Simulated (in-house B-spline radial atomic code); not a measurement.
Values are calculated unless marked as measured or tabulated.
## Stopping and range of 10 keV Ge in Ge

The pair potential comes from two frozen, spherical free-atom densities (PBE, B-spline radial code, scalar-relativistic past argon): electrostatics plus the change in Thomas-Fermi kinetic and Dirac exchange energy where they overlap, the recipe behind the universal ZBL potential, which averages such potentials (from solid-state densities) over many pairs. It is written V = (Z1 Z2 e²/r) φ(r/a), with e² = 14.3996 eV·Å and a = 0.46850 Å/(Z1^0.23 + Z2^0.23); ZBL's fit is φ = 0.18175 e^(−3.1998x) + 0.50986 e^(−0.94229x) + 0.28022 e^(−0.4029x) + 0.02817 e^(−0.20162x). Where φ falls below 4e-4 it is continued as an exponential.

The target is taken as amorphous, with density 5.3234 g/cm³ (NSM archive of the Ioffe Institute); channelling is ignored. Masses: Ge 72.63, Ge 72.63 u. Nuclear stopping is S_n = 4π a Z1 Z2 e² M1/(M1 + M2) × s_n(ε), with s_n integrated over impact parameters for each pair. Electronic stopping is Lindhard and Scharff's S_e = Z1^(1/6) 8π e² a0 Z1 Z2/(Z1^(2/3) + Z2^(2/3))^(3/2) × v/v0, with a0 = 0.529177 Å and v = v0 at 24.801 keV/u; it misses the oscillations with Z1 seen in experiment, which reach tens of per cent. Compounds add by atom fraction.

```tsv
target atom	a (Å)	ε at this energy	s_n, this pair	s_n, ZBL potential
Ge	0.10556	0.03579	0.2563	0.2516
```

(1) What are the atom density and the stopping powers at entry?

Along the track:

| E (keV) | N S_n (eV/nm) | N S_e (eV/nm) |
| --- | --- | --- |
| 0.5 | 312 | 28.4 |
| 1.5 | 533 | 49.2 |
| 3 | 724 | 69.5 |
| 5 | 881 | 89.8 |
| 7.5 | 1010 | 110 |
| 10 | 1110 | 127 |

(2) Estimate the path length and the projected range.

Results:

(1) N = 5.3234 × 0.602214/72.63 = 0.04414 atoms/Å³. For Ge: S_n = 9780 × 0.2563 = 2506 eV·Å², S_e = 2.8765 × √10000 = 287.6 eV·Å². Averaged over the target's atoms and times N × 10 Å/nm, the ion loses N S_n = 1110 eV/nm to recoils and N S_e = 127 eV/nm to electrons; the nuclear share is 90 %.

(2) With continuous slowing down the path is the integral of dE/(N (S_n + S_e)). Trapezoids over the table give 11.4 nm, and the stretch below the first row, with stopping taken as √E, adds 2E/(N S) = 2.9 nm: 14.3 nm in all, against 13.9 nm on a fine grid from 5 eV. Deflections shorten the depth: to first order in the energy passed on, N (S_n + S_e) dR_p/dE = 1 − N S_n (M2/M1) R_p/(2E), summed over the target's atoms, and integrating this on the fine grid gives R_p = 7.62 nm, 0.55 of the path. Lindhard's rule of thumb R/(1 + M2/3M1), with mean M2/M1 = 1.00, gives 10.4 nm. On the ZBL potential the same equation gives 7.62 nm, and the full integral equation, which keeps hard collisions, 7.88 nm.
